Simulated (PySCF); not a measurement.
GeFCl, SMILES [F][Ge][Cl] (connectivity only; charge and spin as stated), neutral, multiplicity 1. Atoms are numbered in the order given.

```xyz
3

Ge     0.4371     0.4925     0.0000
F     -1.1401     1.2479     0.0000
Cl    -0.2192    -1.5878     0.0000
```

Geometry optimised at r2SCAN-D4/def2-TZVP.

Level of theory: PBE/def2-TZVPD (PySCF).

Computed frontier levels, gap, dipole moment and polarisability:
highest occupied level: -7.35 eV
lowest empty level: -3.67 eV
orbital gap: 3.68 eV
dipole moment: 2.13 D
quadrupole, principal values (traceless, Buckingham form, about the centre of nuclear charge): -5.20, 0.77, 4.43 D·Å
mean static polarisability: 47.5 bohr³ (7.04 Å³)
polarisability, principal values: 37.8, 43.0, 61.8 bohr³
